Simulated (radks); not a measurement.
Species: Ir52+. Configuration: [Ar] 3d7.

Method: Dirac Kohn-Sham, LB94 model potential, spin-unpolarised, spherical densities, finite nucleus; open shells fill j = l - 1/2 first; Fermi nuclear charge, rms radius 5.4032 fm; computed with a radial shooting solver on a logarithmic mesh with Libxc functionals.

Energy parts (hartree):
part                   energy
kinetic            18022.8969
electron-nucleus  -35826.3019
Hartree             2462.6768
(The LB94 potential has no energy functional, so no total or exchange-correlation energy is given.)

Orbitals (lengths in bohr, moments of r in powers of bohr; <r^-3> diverges for s and p1/2):
orbital  occ.  eigenvalue (hartree)  <1/r>  <r^-3>  small-component weight
1s1/2       2             -2918.764  92.23       -                8.51e-02
2s1/2       2             -604.9899  22.68       -                1.96e-02
2p1/2       2             -585.5996  22.66       -                1.97e-02
2p3/2       4             -524.8519  18.69   19020                1.76e-02
3s1/2       2             -220.1777  8.607       -                6.92e-03
3p1/2       2             -211.8764  8.544       -                6.88e-03
3p3/2       4             -197.5114  7.504    4751                6.32e-03
3d3/2       4             -184.3728  7.402   841.7                6.19e-03
3d5/2       3             -181.1478  7.161   705.9                6.04e-03

The highest occupied level is 3d5/2 at -4929.3 eV. The density falls to 0.001 e/bohr^3 at r = 0.60 bohr. Summed over all electrons, <r^2> = 0.5709 bohr^2, which gives a Langevin (diamagnetic) susceptibility term of -0.452 x 10^-6 cm^3/mol. The electron density at the nucleus is 1.811e+06 e/bohr^3. For comparison, the ionisation energy in NIST's Atomic Spectra Database is 4952 eV (theoretical). In exact Kohn-Sham theory the highest level is minus the ionisation energy, but local and semilocal functionals leave it too shallow, through self-interaction and a potential that decays too fast; potentials with the right tail come closer.

Beside tabulated values, note that spin-unpolarised runs miss the spin-polarisation part of the exchange energy of open shells.
